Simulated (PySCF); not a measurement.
Isomers of C5H13NO2Si, mass 147.072 u with the commonest isotopes. Computed with PBE0/pcSseg-1 in PySCF (dipole) on a GFN2-xTB geometry, gas phase. One conformer each, none proved a minimum here; rigid rotors.

**Question.** Order these by radius of gyration √(Σ m r²/M), largest first.
A. `[CH3:1][NH:2][C:3](=[O:4])[CH2:5][CH2:6][CH2:7][SiH2:8][OH:9]` with C1–N2–C3–O4 0°, N2–C3–C5–C6 -126°, C3–C5–C6–C7 62°, C5–C6–C7–Si8 -107°, C6–C7–Si8–O9 62°
B. `[CH3:1][O:2][CH2:3][SiH2:4][N:5]([CH3:6])[C:7]([CH3:8])=[O:9]` with C1–O2–C3–Si4 -66°, O2–C3–Si4–N5 -161°, C3–Si4–N5–C6 -3°, Si4–N5–C7–C8 -179°
C. `[CH3:1][CH2:2][O:3][SiH2:4][N:5]([CH3:6])[C:7]([CH3:8])=[O:9]` with C1–C2–O3–Si4 -63°, C2–O3–Si4–N5 -174°, O3–Si4–N5–C6 0°, Si4–N5–C7–C8 180°

**Answer.** B (2.456 Å), C (2.392 Å), A (2.212 Å).

**Question.** Order these by dipole moment, smallest first.
A. `[CH3:1][CH2:2][O:3][Si@@H:4]([OH:5])[C@@H:6]1[CH2:7][CH2:8][NH:9]1` with C1–C2–O3–Si4 -174°, C2–O3–Si4–O5 54°, O3–Si4–O5–H 154°, O3–Si4–C6–C7 -64°, Si4–C6–C7–C8 -123°, C6–C7–C8–N9 13°, C7–C8–N9–C6 -13°, Si4–C6–N9–C8 133°
B. `[CH3:1][O:2][CH2:3][SiH2:4][N:5]([CH3:6])[C:7]([CH3:8])=[O:9]` with C1–O2–C3–Si4 -66°, O2–C3–Si4–N5 -161°, C3–Si4–N5–C6 -3°, Si4–N5–C7–C8 -179°
C. `[CH3:1][NH:2][C:3](=[O:4])[CH2:5][CH2:6][CH2:7][SiH2:8][OH:9]` with C1–N2–C3–O4 0°, N2–C3–C5–C6 -126°, C3–C5–C6–C7 62°, C5–C6–C7–Si8 -107°, C6–C7–Si8–O9 62°
D. `[CH3:1][CH2:2][O:3][SiH2:4][N:5]([CH3:6])[C:7]([CH3:8])=[O:9]` with C1–C2–O3–Si4 -63°, C2–O3–Si4–N5 -174°, O3–Si4–N5–C6 0°, Si4–N5–C7–C8 180°

**Answer.** A (1.47 D), D (3.07 D), B (3.87 D), C (5.16 D).

**Question.** Order these by out-of-plane moment Σ m c² = (Ia + Ib − Ic)/2, largest first.
A. `[CH3:1][O:2][CH2:3][SiH2:4][N:5]([CH3:6])[C:7]([CH3:8])=[O:9]` with C1–O2–C3–Si4 -66°, O2–C3–Si4–N5 -161°, C3–Si4–N5–C6 -3°, Si4–N5–C7–C8 -179°
B. `[CH3:1][NH:2][C:3](=[O:4])[CH2:5][CH2:6][CH2:7][SiH2:8][OH:9]` with C1–N2–C3–O4 0°, N2–C3–C5–C6 -126°, C3–C5–C6–C7 62°, C5–C6–C7–Si8 -107°, C6–C7–Si8–O9 62°
C. `[CH3:1][CH2:2][O:3][Si@@H:4]([OH:5])[C@@H:6]1[CH2:7][CH2:8][NH:9]1` with C1–C2–O3–Si4 -174°, C2–O3–Si4–O5 54°, O3–Si4–O5–H 154°, O3–Si4–C6–C7 -64°, Si4–C6–C7–C8 -123°, C6–C7–C8–N9 13°, C7–C8–N9–C6 -13°, Si4–C6–N9–C8 133°
D. `[CH3:1][CH2:2][O:3][SiH2:4][N:5]([CH3:6])[C:7]([CH3:8])=[O:9]` with C1–C2–O3–Si4 -63°, C2–O3–Si4–N5 -174°, O3–Si4–N5–C6 0°, Si4–N5–C7–C8 180°

**Answer.** B (68.39 u·Å²), C (48.91 u·Å²), D (20.92 u·Å²), A (15.53 u·Å²).

| SMILES | point group | Ia (u·Å²) | Ib (u·Å²) | Ic (u·Å²) | κ | μa (D) | μb (D) | μc (D) |
| --- | --- | --- | --- | --- | --- | --- | --- | --- |
| COC[SiH2]N(C)C(C)=O | C1 | 154.62 | 748.13 | 871.69 | -0.93 | 1.78 | 3.21 | 1.21 |
| CCO[SiH2]N(C)C(C)=O | C1 | 151.90 | 710.62 | 820.67 | -0.93 | 0.59 | 3.01 | 0.20 |
| CNC(=O)CCC[SiH2]O | C1 | 279.26 | 508.80 | 651.28 | -0.58 | 3.14 | 2.89 | 2.89 |
| CCO[Si@@H](O)[C@@H]1CCN1 | C1 | 174.79 | 707.89 | 784.85 | -0.94 | 1.13 | 0.78 | 0.53 |
